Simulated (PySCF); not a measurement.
Correlation energy of P⁺ (phosphorus, charge +1)

Starting occupation: [Ne] 3s2 3p1 4s1, 3p3/2 with m_j = +3/2, 4s1/2 with m_j = +1/2. Computed with PySCF 2.14 in x2c-SVPall-2c with one added diffuse shell each of s, p type (5s5p1d, 25 functions), with X2C-1e with screened-nucleus spin-orbit coupling, Gaussian nucleus. Frozen: [Ne]; 4 electrons correlated.

MP2 pair energies summed by pair of shells (mhartree):

```csv
pair,energy,share (%)
3s1/2-3s1/2,-23.03,44.7
3p3/2-3s1/2,-19.30,37.5
3s1/2-4s1/2,-6.91,13.4
3p3/2-4s1/2,-2.23,4.3
```

Total MP2 correlation energy: -51.47 mhartree.
